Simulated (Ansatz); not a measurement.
**Ligand exchange: SiH2(CH3)Cl + Sn(CH3)(NH2) → SiH2(CH3)(NH2) + Sn(CH3)Cl**

Species: SiH2(CH3)Cl ((chlorosilyl)methane), singlet; Sn(CH3)(NH2), singlet; SiH2(CH3)(NH2), singlet; Sn(CH3)Cl, singlet. The partners trade Cl for NH2: Si–Cl and Sn–NH2 bonds give way to Si–NH2 and Sn–Cl.

Shapes, held fixed at every level: PBE0-D4/def2-TZVP. Flexible molecules stand in one conformer, not always the lowest. Programs: Ansatz 0.2.0. The zero-point and thermal change to 298 K, harmonic and unscaled (PBE0-D4/def2-TZVP), is +0.2 kJ/mol.

Estimate ΔH(298 K) of this reaction.

The highest level, CCSD(T)/def2-TZVPP, gives ΔH(298 K) = -32.4 kJ/mol; the levels span -56.0 to -30.8. The column of differences is taken from that level and isn't an error. No measured value is set beside it here. For atoms past krypton def2 sets carry core potentials with scalar relativity. Outer-core shells of Sn are correlated in most correlated rows, in sets that cover them unevenly.

```tsv
level	kind	ΔH(298 K) (kJ/mol)	less CCSD(T)/def2-TZVPP
HF/def2-SVP	Hartree–Fock	-56.0	-23.6
HF/def2-TZVPP	Hartree–Fock	-52.9	-20.5
r2SCAN-D4/def2-TZVPP	meta-GGA	-35.5	-3.1
B3LYP-D4/def2-TZVPP	global hybrid	-40.7	-8.3
wB97M-V/def2-TZVPP	range-separated hybrid	-37.7	-5.3
CCSD(T)/def2-SVP	coupled cluster or CI	-30.8	+1.6
CCSD(T)/def2-TZVPP	coupled cluster or CI	-32.4	0.0
```
